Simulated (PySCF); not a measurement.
CH2I, multiplicity 2. Atoms are numbered in the order given.

```xyz
4

C      0.0000     0.0000    -1.7566
I      0.0000     0.0000     0.2845
H      0.0000    -0.9567    -2.2694
H      0.0000     0.9567    -2.2694
```
Charge 0, spin multiplicity 2.

Geometry optimised at PBE-D3(BJ)/def2-TZVP. The isomer is the one that the SMILES or the coordinates give; other isomers of the formula were not compared. The def2 effective core potentials stand for the cores of I; spin–orbit coupling is left out.

All values below come from ωB97X/def2-TZVPD run with PySCF.

Mulliken values depend strongly on the basis, most of all with diffuse functions as here. ESP charges are fitted to the potential on shells at 1.4 to 2.0 van der Waals radii. Atomic charges (e):

| atom | ESP fit | Mulliken | Mulliken spin |
|---|---|---|---|
| C1 | -0.56 | -0.81 | 0.76 |
| I2 | 0.04 | 0.14 | 0.09 |
| H3 | 0.26 | 0.33 | 0.07 |
| H4 | 0.26 | 0.33 | 0.07 |
